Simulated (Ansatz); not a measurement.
## Ansatz (development build ahead of 0.2.0) run

```yaml
crystal:
  periodic: [false, false, false]
  atoms:
    - { symbol: C, position_ang: [1.01823, 0.0, 0.0] }
    - { symbol: C, position_ang: [0.0, 1.01823, 0.0] }
    - { symbol: C, position_ang: [-1.01823, 0.0, 0.0] }
    - { symbol: C, position_ang: [0.0, -1.01823, 0.0] }
    - { symbol: F, position_ang: [2.35823, 0.0, 0.0] }
    - { symbol: F, position_ang: [0.0, 2.35823, 0.0] }
    - { symbol: F, position_ang: [-2.35823, 0.0, 0.0] }
    - { symbol: F, position_ang: [0.0, -2.35823, 0.0] }
basis:
  gaussian: { orbitals: def2-SVP }
magnetization:
  spin_polarized: true
  initial_magnetization: 2
hamiltonian:
  xc: { name: wB97X }
```

The input is written out in the form of the current development build from the run's settings.

Results

```yaml
Converged: yes
Total_energy: -551.03044 hartree
Spin_squared_of_the_determinant: 2.005
Stability_test: minimum
```

Caution: another spin multiplicity may lie lower.
